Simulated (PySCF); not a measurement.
SMILES F[Si](F)(CC[SiH2]F)F, singlet at its B3LYP/def2-SVP optimised geometry (Å):

```
14

Si     0.5619    -2.1740     0.0000
F      0.0721    -2.8934    -1.3831
C     -0.1137    -0.4197     0.0000
C      0.2926     0.4009    -1.2474
Si    -0.4423     2.0960    -1.2789
F      0.0022     2.9575     0.0067
F     -2.0510     2.0412    -1.2640
F     -0.0037     2.9255    -2.5848
H      2.0510    -2.1740     0.0000
H      0.0291    -2.9575     1.1468
H     -1.2137    -0.4796     0.0790
H      0.2274     0.0819     0.9240
H     -0.0163    -0.1197    -2.1709
H      1.3905     0.5039    -1.3140
```

Calculation: B3LYP/def2-TZVP in PySCF. Cells within 0.4 Å of a nucleus heavier than hydrogen are left out (blank, or x).

Map of the Laplacian of the electron density (e/bohr⁵), clipped to [-1.50, 1.50] on the plane z = 0.0 Å:

```
|5555555555555555555555555555555|
|5555555555555555555555555555555|
|5555555555555555555555555555555|
|5555555555555555555555555555555|
|5555555555555567655555555555555|
|555555555555578x875555555555555|
|55555555555558xxx85555555555555|
|555555555555575x575555555555555|
|5555555555555578755555555555555|
|5555555555555555555555555555555|
|5555555555555555555555555555555|
|5555555555555555555555555555555|
|5555555555555555555555555555555|
|5555555555555555555555555555555|
|5555555555555555555555555555555|
|5555555555555555555555555555555|
|55555555555111xx555555555555555|
|55555555555223xx355555555555555|
|5555555555555542455555555555555|
|5555555555555554445555555555555|
|5555555555555555997445555555555|
|5555555555555559xx9430455555555|
|5555555555555559xx9430455555555|
|5555555555555556998444555555555|
|5555555555555555555555555555555|
|5555555555555555555555555555555|
|5555555555555555555555555555555|
|5555555555555555555555555555555|
|5555555555555555555555555555555|
|5555555555555555555555555555555|
|5555555555555555555555555555555|
```
Scale: ten equal steps from -1.50 (start of '0') to 1.50 (end of '9'), in the order '0123456789'; x runs from -5.00 to 5.00, y from -5.00 (bottom) to 5.00 (top).
